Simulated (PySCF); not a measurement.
**Gallium: a sound run and one with changed settings**

Sound run: Ga [Ar] 3d10 4s2 4p1, Ga⁺ [Ar] 3d10 4s2. All numbers are calculated (PySCF 2.14, scalar relativity through the core potential, in aug-cc-pVDZ-PP with ECP10MDF (5s4p3d, 32 functions)). In the sound run the correlated levels freeze 3s2 3p6 3d10 outside the core potential. The sound run starts from symmetry-adapted Hartree-Fock orbitals and uses a fine grid where one is needed.

Changed run: initial guess 1e, at most 50 SCF cycles, level shift 2.0 hartree.

| species | method | sound run (hartree) | changed run (hartree) | converged |
| --- | --- | --- | --- | --- |
| Ga | UHF | -258.29123 | -258.29123 | no |
| Ga | M06-2X | -259.56626 | -259.56626 | no |
| Ga | PBE0 | -259.40206 | -259.40205 | no |
| Ga⁺ | UHF | -258.08833 | -258.08833 | yes |
| Ga⁺ | M06-2X | -259.35296 | -259.35296 | yes |
| Ga⁺ | PBE0 | -259.18356 | -259.18356 | yes |
| Ga⁺ | MP2 | -258.11164 | -258.09396 | yes |
| Ga⁺ | CCSD(T) | -258.12375 | -258.12375 | yes |

A level shift leaves the converged SCF energy unchanged but raises the virtual orbital energies, which shrinks MP2 if it is not removed.
